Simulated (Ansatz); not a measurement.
`[GeH3][Sb]1[CH2][S]1`, one more setting.

```yaml
crystal:
  periodic: [false, false, false]
  atoms:
    - {symbol: Ge, position_ang: [-0.682699, 0.933867, -1.205458]}
    - {symbol: Sb, position_ang: [1.357469, -0.652085, -0.711963]}
    - {symbol: C, position_ang: [0.837832, -0.804383, 1.390506]}
    - {symbol: S, position_ang: [0.009399, -2.169310, 0.587771]}
    - {symbol: H, position_ang: [-1.508253, 0.389958, -2.383618]}
    - {symbol: H, position_ang: [-1.562412, 0.982613, 0.055457]}
    - {symbol: H, position_ang: [-0.223921, 2.362537, -1.563055]}
    - {symbol: H, position_ang: [0.195038, -0.018245, 1.774220]}
    - {symbol: H, position_ang: [1.665949, -1.071252, 2.039039]}
basis:
  gaussian: {orbitals: def2-mTZVP, fitting: {mean_field: cc-pVTZ-jkfit}}
hamiltonian: {xc: {name: SPW92}}
output: {forces: true}
```

```sh
$ ansatz run in.yaml --threads 4 --pin off --events-out ev --progress --plain --max-ram 10444MiB
```

It prints (some lines left out):

```
Functional definition: SPW92
Error: <dir> the basis set cc-pVTZ-JKFIT has no functions for Sb
```
